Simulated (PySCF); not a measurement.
In(F)(Et)(OH) (C2H6FInO), SMILES C[CH2][In]([F])[OH].

Geometry optimised at r2SCAN-D4/def2-SVP. The def2 effective core potentials stand for the cores of In; spin–orbit coupling is left out. One conformer was computed; it need not be the lowest.

Method: HF/def2-TZVP (PySCF).

Q: Estimate the frontier levels, gap, dipole moment and polarisability. (An estimate is asked for; the answer gives what the named calculation found.)

A: 
```json
{
  "highest_occupied_level": "-10.96 eV",
  "lowest_empty_level": "1.27 eV",
  "orbital_gap": "12.23 eV",
  "dipole_moment": "1.184 e·Å",
  "quadrupole, principal values (traceless, Buckingham form, about the centre of nuclear charge)": "-9.91, -1.25, 11.16 D·Å",
  "mean_static_polarisability": "55.3 bohr³ (8.19 Å³)",
  "polarisability_principal_values": "43.3, 53.9, 68.6 bohr³"
}
```
